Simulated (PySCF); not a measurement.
**Computed properties of C4H8OSi, SMILES C#C[SiH2]CCO**

C4H8OSi, SMILES C#C[SiH2]CCO. Geometry: r2SCAN-D4/def2-SVP. This is a generated structure with no PubChem entry under its InChIKey; it may be hypothetical. One conformer was computed; it need not be the lowest. All values are computed for the isolated molecule unless a solvent is named; none is compared with measurement here.

**Structure.** All 36 harmonic modes at r2SCAN-D4/def2-SVP (PySCF) are real, so it is a minimum. With heavy atoms numbered as in [CH:1]#[C:2][SiH2:3][CH2:4][CH2:5][OH:6], the shortest bond between them is C1–C2 at 1.221 Å and the longest Si3–C4 at 1.892 Å.

**Vibrations.** The strongest infrared lines (harmonic, unscaled, degenerate partners summed) lie at 844 cm⁻¹ (202 km/mol, H 74 %, C 12 %, Si 11 %), 359 cm⁻¹ (164 km/mol, H 71 %, C 19 %), 2215 cm⁻¹ (119 km/mol, H 97 %). The softest mode is at 54 cm⁻¹ and the zero-point energy is 66.9 kcal/mol.

**Electronic structure.** CAM-B3LYP/def2-TZVP (PySCF) places the frontier levels at -9.26 and 0.96 eV, a gap of 10.22 eV, and gives a dipole moment of 1.74 D and a mean polarisability of 74.6 bohr³. PBE/def2-TZVP (PySCF) at the same geometry gives -6.38 and -1.01 eV, so its gap is 4.85 eV narrower. An orbital gap is neither the optical nor the fundamental gap.

**Excitations.** TDA-CAM-B3LYP/def2-SVPD (PySCF) has S1 at 5.97 eV (208 nm, f = 0.000, dark); the most intense of the 10 singlets computed lies at 7.97 eV (f = 0.08). T1 (TDA) is at 4.86 eV, 1.11 eV under S1. TDA-PBE/def2-SVPD (PySCF) puts S1 at 5.50 eV. No vertical singlet excitation falls in the visible range (under 3.1 eV).

**NMR.** GIAO shifts at B3LYP/pcSseg-1 (PySCF) (non-relativistic, atoms alike by connectivity averaged): ¹³C from 22.6 to 105.1 ppm against TMS; ¹H from 0.0 to 4.5 ppm against TMS; ²⁹Si at -67.7 ppm against TMS.

**Solvation.** SMD-PBE0/6-31G* (PySCF) gives -4.7 kcal/mol in water, -6.5 kcal/mol in acetone, -5.6 kcal/mol in N,N-dimethylformamide (1 M in both phases, gas-phase geometry); of these solvents acetone holds the molecule best.
